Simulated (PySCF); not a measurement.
PySCF job for C₂H₈AlNO, SMILES [O](C)[Al]([NH2])[CH3], PBE/pcSseg-1. Geometry: PBE-D3(BJ)/def2-SVP. Other conformers were not sampled.

```python
import numpy as np
from pyscf import gto, scf, dft
from pyscf.prop.nmr import rks as nmr

mol = gto.M(
    atom='''
    Al    0.14284209    0.20020737    0.42477982
    C     1.35428259   -0.26199991    1.88484815
    H     1.06026401   -1.22609030    2.34982131
    H     1.37556464    0.50703598    2.68352942
    H     2.39110701   -0.39085546    1.51000009
    O     0.00296236   -0.90603728   -0.88524423
    C    -0.69732920   -0.99359311   -2.08910373
    H    -1.32831726   -0.09727827   -2.30935874
    H     0.00123630   -1.11730269   -2.94975559
    H    -1.37713161   -1.87803994   -2.09546798
    N    -0.81354645    1.70896579    0.39973607
    H    -0.78763094    2.42040651    1.13322163
    H    -1.46263335    1.99852401   -0.33479291
    ''',
    basis='pcSseg-1',
    charge=0,
    spin=0,
    max_memory=1600,
    verbose=3,
)
mf = dft.RKS(mol, xc='pbe')
mf.grids.level = 3
mf.conv_tol = 1e-10
mf.max_cycle = 100
mf.kernel()
n = nmr.NMR(mf)
n.verbose = 2
n.max_cycle_cphf = 60
sigma = n.kernel()
print('atom   isotropic/ppm   span/ppm')
for i, s in enumerate(sigma):
    w = np.linalg.eigvalsh((s + s.T) / 2)
    print(f'{mol.atom_symbol(i):2s}{i + 1:3d} {w.mean():14.3f} {w[2] - w[0]:11.3f}')
```

Output:

```
converged SCF energy = -453.090559274738
atom   isotropic/ppm   span/ppm
Al  1        397.369     107.453
C   2        198.147      11.277
H   3         31.391      11.847
H   4         31.815      11.953
H   5         31.391      11.841
O   6        295.527     103.758
C   7        121.671      85.604
H   8         26.930      10.767
H   9         26.965      10.638
H  10         26.960      10.623
N  11        237.092      61.796
H  12         30.448      15.267
H  13         30.304      17.269
```

The run converged.

Cost: roughly 23 core-seconds.
